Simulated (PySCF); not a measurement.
## [BiBr2]+: from a saddle point downhill

PySCF 2.14.0, RKS PBE, Bi def2-SVP with ECP60, Br def2-SVP; non-relativistic Hamiltonian with scalar-relativistic core potentials where named; density fitting; no spin-orbit coupling. Relaxed within the symmetry of its start, the geometry (D∞h) is

```xyz
3

Bi    0.0000    0.0000    0.0000
Br    0.0000    0.0000    2.6410
Br    0.0000    0.0000   -2.6410
```

and its lowest harmonic modes are -81, -81, 199, 222 cm⁻¹ (negative: unstable). It was moved along the lowest mode and relaxed again, within the group C2v that the move left.

**Question.** Where does it end, and how much lower?

**Answer.** In C2v, 1.178 eV lower, after 8 steps:
```xyz
3

Bi    0.0009    0.9683    0.0000
Br   -0.0006   -0.6397    1.9821
Br   -0.0006   -0.6397   -1.9821
```

**Question.** How do the contacts change?

**Answer.** 
```tsv
contact	saddle (Å)	end (Å)
Bi1–Br2 (Br)	2.641	2.552
Bi1–Br3 (Br)	2.641	2.552
```


No frequency check is given for the end, and other unstable modes may remain.

State: singlet.
